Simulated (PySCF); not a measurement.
Coordinates in bohr (charge -1 multiplicity 1):
```
I    -1.3838    0.0000    0.0000
Se    1.0999    4.0036    0.0000
Se    1.0999   -4.0036    0.0000
```

Method: PBE0 in PySCF with I def2-TZVPD with ECP28, Se def2-TZVPD; scalar-relativistic core potentials, no spin–orbit coupling; density-fitted integrals.

This geometry of [ISe2]- is a stationary point at this level.

(1) What is the point group?

(2) Is it a minimum?

(3) List the harmonic modes with their infrared intensities.

## Answers

(1) C2v.

(2) Yes: all harmonic wavenumbers are real.

(3) 
```csv
symmetry,ω (cm⁻¹),IR (km/mol)
a1,77,0.9
a1,233,0.3
b2,250,38.0
```

Other isomers or separated fragments may lie lower. The lowest empty level of this anion is unbound, so it and the gap depend on the basis.
